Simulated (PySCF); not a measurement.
2-fluoropenta-1,4-diene (C5H7F), SMILES FC(CC=C)=C. Atoms are numbered in the order given.

```xyz
13

C      2.4692     0.4938     0.2582
C      1.4028    -0.2849     0.4323
C      0.0468     0.2008     0.8559
C     -1.0127    -0.1030    -0.1531
C     -2.0897    -0.8685     0.0013
F     -0.7774     0.4913    -1.3281
H      2.4170     1.5761     0.4147
H      3.4334     0.0805    -0.0484
H      1.4870    -1.3646     0.2568
H     -0.2450    -0.2662     1.8101
H      0.0795     1.2920     1.0175
H     -2.2824    -1.3561     0.9566
H     -2.7912    -1.0125    -0.8219
```

Coordinates come from a PBE0-D3(BJ)/def2-SVP optimisation. The values are those of a single conformer.

The numbers are results of TDA-PBE/def2-SVPD in PySCF 2.14.0, not measurements.

Vertical excitations. The molecule is in vacuum.

| state | energy (eV) | λ (nm) | f | main pairs |
|---|---|---|---|---|
| S1 | 5.28 | 235 | 0.024 | HOMO→LUMO 74 %, HOMO→LUMO+1 23 % |
| S2 | 5.88 | 211 | 0.037 | HOMO−1→LUMO+1 50 %, HOMO−1→LUMO 47 % |
| S3 | 6.43 | 193 | 0.019 | HOMO→LUMO+2 98 % |
| S4 | 6.78 | 183 | 0.005 | HOMO−1→LUMO+2 95 % |
| S5 | 6.97 | 178 | 0.069 | HOMO→LUMO+3 75 % |
| S6 | 7.13 | 174 | 0.048 | HOMO→LUMO+4 73 %, HOMO→LUMO+3 18 % |
| S7 | 7.40 | 167 | 0.096 | HOMO−1→LUMO+3 77 % |
| S8 | 7.46 | 166 | 0.148 | HOMO−2→LUMO 65 %, HOMO−1→LUMO+3 14 % |
| S9 | 7.52 | 165 | 0.004 | HOMO−3→LUMO 69 % |
| S10 | 7.57 | 164 | 0.020 | HOMO−1→LUMO+4 93 % |
| T1 | 4.37 | 284 | 0 | HOMO→LUMO 71 %, HOMO→LUMO+1 20 % |
| T2 | 4.45 | 278 | 0 | HOMO−1→LUMO 79 % |
| T3 | 5.39 | 230 | 0 | HOMO→LUMO+1 70 %, HOMO→LUMO 26 % |
| T4 | 5.92 | 210 | 0 | HOMO−1→LUMO+1 86 % |
Triplets are in the Tamm–Dancoff approximation.
